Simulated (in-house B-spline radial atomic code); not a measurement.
## The titanium ion Ti⁴⁺: [Ne] 3s1 3p6 4d1 (an excited or competing configuration)

All numbers are computed (non-relativistic B97-1, spin-polarised, spherical fractional occupations, exact exchange averaged over the configuration; point nucleus) with a radial B-spline atomic code at the basis-set limit, not measured.

Effective charges: Z_r = [3n² - l(l+1)]/(2<r>) from the radius, Z_e = n√(-2ε) from the energy, and Slater's rules. Values are occupation-weighted means over spin.

```csv
shell,electrons,ε (eV),<r> (bohr),Z_r,Z_e,Slater
1s,2,-4939.5,0.07016,21.38,19.05,21.70
2s,2,-613.44,0.3267,18.36,13.43,17.85
2p,6,-523.78,0.2902,17.23,12.41,17.85
3s,1,-129.16,0.9592,14.07,9.24,11.10
3p,6,-102.36,1.001,12.49,8.23,11.10
4d,1,-26.48,3.031,6.93,5.58,5.00
```

The least bound orbital is 4d up at -26.48 eV, and it is also the most diffuse (<r> = 3.031 bohr). The part-filled 3s shell lies below the filled 3p shell in orbital energy.

The density falls to 0.001 bohr⁻³ at 4.051 bohr; Σ<r²> = 19.301 bohr² gives, by the non-relativistic formula and without the paramagnetism of open shells, a Langevin diamagnetic susceptibility of -15.29×10⁻⁶ cm³/mol.
